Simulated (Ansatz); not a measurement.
Consider the ligand exchange at a B–C bond: `C#CB[SiH2]C` + HCl → `C[SiH2]BCl` + `C#C`.

Gas-phase electronic energies from Ansatz, PBE0-D4/def2-TZVP geometries. CBS: MP2 limit from def2 TZ/QZ plus the TZ coupled-cluster correction, frozen cores. This one scheme is used for every species. Functionals use def2-TZVPP. One conformer a species, not always the lowest.

| level | ΔE (kJ/mol) |
| --- | --- |
| B2PLYP | -34.5 |
| SCS-MP2/def2-TZVPP | -38.7 |
| MP2/CBS(def2) | -39.4 |
| CCSD/CBS(def2) | -38.8 |

**Question.** What does CCSD(T)/CBS give? (Estimate.)

**Answer.** Computed: -38.4 kJ/mol. The listed levels differ from it by 3.9, -0.3, -1.0, -0.4 kJ/mol.

Largest T1 diagnostic among the species: 0.014.
